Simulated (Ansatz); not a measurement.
Ge(H)(Cl)2(vinyl) (C2H4Cl2Ge), SMILES C=[CH][GeH]([Cl])[Cl].

The structure is a stationary point at r2SCAN-D4/def2-SVP. The structure was generated by enumeration, and PubChem lists no compound with its InChIKey, so it may never have been made. Other conformers were not sampled.

Two levels are set side by side: PBE/def2-SVPD (Ansatz, an electronic-structure program) and PBE0/def2-SVPD (Ansatz). Energy differences of separate SCF runs at the same geometry; the states with an electron removed or added have multiplicity 2 and 2. Differences are taken from unrounded values.

```
quantity                             PBE
---------------------------------  -----
vertical ionisation energy (eV)    10.15
vertical singlet–triplet gap (eV)   4.27
```

These are the PBE values. What does PBE0 give? (An estimate is asked for; the answer gives what the named calculation found.)


```csv
quantity,PBE0,PBE minus PBE0
vertical ionisation energy (eV),10.59,-0.44
vertical singlet–triplet gap (eV),4.11,0.16
```
